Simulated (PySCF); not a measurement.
A mixed set of molecules.

All values: PBE0/def2-SVPD (PySCF) at GFN2-xTB geometries, gas phase, one conformer each. Core orbitals are frozen in the response; Δα² is half the sum of the squared differences of the principal polarisabilities.

Task: Rank by HOMO energy, highest first.
A. `C=CC[Si@@H](O)CCl`
B. `CCC[SiH2]C#C[SiH3]`
C. `FC(F)(F)CNC1CC1`
D. `CS/C=C\OC(F)(F)F`
E. `C1[SiH2]C(C2CC2)[SiH2]1`

Result: D (-6.44 eV), C (-6.64 eV), E (-7.15 eV), A (-7.28 eV), B (-7.91 eV).

Task: Rank by HOMO–LUMO gap, lowest first.
A. `FC(F)(F)CNC1CC1`
B. `CS/C=C\OC(F)(F)F`
C. `C=CC[Si@@H](O)CCl`

Result: B (6.22 eV), C (7.10 eV), A (7.36 eV).

All values together:

```
                 SMILES    formula  μ (D)  HOMO (eV)  LUMO (eV)  α (Å³)  Δα (Å³)  electrons  α per electron (Å³)
C1[SiH2]C(C2CC2)[SiH2]1   C5H12Si2   0.26      -7.15      -0.13   15.79     3.54         70                0.226
     CCC[SiH2]C#C[SiH3]   C5H12Si2   0.74      -7.91      -0.45   17.26     7.44         70                0.247
        FC(F)(F)CNC1CC1    C5H8F3N   1.49      -6.64       0.72   10.14     2.49         72                0.141
       CS/C=C\OC(F)(F)F   C4H5F3OS   4.05      -6.44      -0.23   11.94     7.66         80                0.149
      C=CC[Si@@H](O)CCl  C4H9ClOSi   1.15      -7.28      -0.18   13.62     3.96         72                0.189
```

Conformers: `[CH2:1]1[SiH2:2][CH:3]([CH:4]2[CH2:5][CH2:6]2)[SiH2:7]1` with Si2–C3–C4–C5 32°, Si7–C1–Si2–C3 -8°, C1–Si2–C3–C4 132°, C3–C4–C5–C6 -110°, Si2–C3–Si7–C1 -8°; `[CH3:1][CH2:2][CH2:3][SiH2:4][C:5]#[C:6][SiH3:7]` with C1–C2–C3–Si4 179°, C2–C3–Si4–C5 -60°; `[F:1][C:2]([F:3])([F:4])[CH2:5][NH:6][CH:7]1[CH2:8][CH2:9]1` with C2–C5–N6–C7 -65°, C5–N6–C7–C8 164°; `[CH3:1][S:2]/[CH:3]=[CH:4]\[O:5][C:6]([F:7])([F:8])[F:9]` with C1–S2–C3–C4 180°, C3–C4–O5–C6 172°; `[CH2:1]=[CH:2][CH2:3][Si@@H:4]([OH:5])[CH2:6][Cl:7]` with C1–C2–C3–Si4 -108°, C2–C3–Si4–O5 -61°, C3–Si4–O5–H 162°, C3–Si4–C6–Cl7 -168°.
